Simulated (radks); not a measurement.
The numbers below are computed, except where a source is named.
All-electron atom: the iridium ion Ir70+ in [He] 2s2 2p3 (the NIST ground configuration).

Level of theory: scalar-relativistic Kohn-Sham, BLYP, spin-polarised, spherical densities, finite nucleus; open shells are filled with parallel spins first (spin-orbit coupling, left out, can overturn this in heavy ions); Fermi nuclear charge, rms radius 5.4032 fm (a radial shooting solver on a logarithmic mesh with Libxc functionals).

Energy parts (eV):
| part | energy |
|---|---|
| total | -275005.15 |
| kinetic | 320980.48 |
| electron-nucleus | -605721.69 |
| Hartree | 12702.43 |
| exchange-correlation | -2966.38 |

Orbitals (lengths in bohr, moments of r in powers of bohr):
orbital,occ.,eigenvalue (eV),<r^2>
1s up,1,-83745.44,0.0004177
1s down,1,-83688.46,0.0004171
2s up,1,-20133.62,0.006033
2s down,1,-20035.65,0.006058
2p up,3,-18512.45,0.004937
2p down,0,-18398.47,0.004966
3s up,0,-8509.414,0.03286
3s down,0,-8498.578,0.03332
3p up,0,-8030.062,0.03178
3p down,0,-8015.736,0.03230

The highest occupied level is 2p up at -18512.4 eV. The density falls to 0.001 e/bohr^3 at r = 0.29 bohr.
